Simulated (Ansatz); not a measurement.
Energy needed to pull apart CH5AsSi (SMILES C=[SiH][AsH2]), closed shell, into free ground-state atoms, from the structure below (displaced at random from a GFN2-xTB minimum); no zero-point or spin–orbit terms; open-shell atoms are treated unrestricted, in their ground-state multiplicity.

```xyz
8
angstrom
C -1.0795 1.1033 -0.7851
Si 0.2775 0.5040 0.1496
As 1.0879 -1.6745 -0.1424
H -1.5918 0.4844 -1.4608
H -1.4792 2.1234 -0.6492
H 0.9976 1.3293 1.1299
H 1.8504 -1.6185 1.1465
H -0.0784 -2.2553 0.6040
```

Ansatz 0.2.0; basis: def2-TZVPP; cores frozen in the correlated methods. Filled d shells of the heavier atoms are correlated. The def2 sets are not built for correlating such inner shells, so the correlated values are less sure here. B3LYP uses VWN-RPA correlation.

```csv
method,atomization energy (kJ/mol)
PBE-D4,2433
r2SCAN-D4,2412
PBE0-D4,2391
B3LYP-D4,2416
HSE06-D4,2392
wB97M-V,2400
HF,?
MP2,2324
CCSD,?
CCSD(T),2338
```

(1) What does HF give? (An estimate is asked for; the value comes from the calculation.)

(2) What does CCSD give? (An estimate is asked for; the value comes from the calculation.)

T1 diagnostic: at most 0.014. The restricted Hartree–Fock reference is unstable towards an unrestricted one here.

Results:

(1) Computed: 1673 kJ/mol, which is about 665 kJ/mol less than CCSD(T)/def2-TZVPP.

(2) By the calculation: 2296 kJ/mol, which is about 42 kJ/mol less than CCSD(T)/def2-TZVPP.

In triple zeta the MP2 and coupled-cluster atomization energies are still short of their basis limit by a few kcal/mol a bond, whereas those of the functionals are nearly converged, so these differences are not deviations from converged CCSD(T).

For scale, one of the runs: CCSD(T)/def2-TZVPP forces, 191 basis functions (an equivalent command: `ansatz run in.yaml --threads 4`). Hardware: 4 CPU threads, shared host. Wall time 4.5 min; peak host memory 3.7 GiB.
